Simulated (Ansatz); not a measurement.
Species: CH₃AlF₂O, net charge 0, singlet state. SMILES: [F][Al]([O]C)[F]
Structure (B3LYP-D3(BJ)/def2-TZVP (Ansatz, a first-principles code) minimum search):
```
O
C 1 1.4123
H 2 1.0922 1 109.47
H 2 1.0922 3 108.41 1 -119.35
H 2 1.0937 3 108.60 4 -117.82
Al 1 1.6644 2 136.93 3 120.65
F 6 1.6395 1 119.68 2 180.00
F 6 1.6442 7 118.20 1 180.00
```

Wanted: vertical triplet-singlet gap (E(triplet) - E(singlet); each state is the SCF solution reached for its spin), in kcal/mol. Cores are frozen in the correlated levels unless marked. Open shells are spin-unrestricted. Spin-orbit coupling is left out. Non-relativistic. CBS(X,Y): correlation extrapolated as X^-3; Hartree-Fock from the larger set. The bracket is a focal-point correction in the basis named.

```csv
level,program,vertical triplet-singlet gap (kcal/mol)
r2SCAN/def2-TZVPD,Ansatz,138.8
B3LYP/def2-TZVPD,Ansatz,141.1
PBE0/def2-TZVPD,Ansatz,140.8
wB97M-V/def2-TZVPD,Ansatz,148.3
MP2/aug-cc-pV(T+d)Z,Ansatz,161.7
"RI-MP2/CBS(aug-cc-pV(T+d)Z,aug-cc-pV(Q+d)Z)",Ansatz,163.8
SCS-MP2/aug-cc-pV(D+d)Z,Ansatz,160.0
```

**Question.** Predict the RI-MP2/CBS(aug-cc-pV(T+d)Z,aug-cc-pV(Q+d)Z)+[CCSD(T)-MP2]/aug-cc-pV(T+d)Z result (Ansatz).

**Answer.** 153.7 kcal/mol, so SCS-MP2/aug-cc-pV(D+d)Z differs from it by 6.3 kcal/mol.
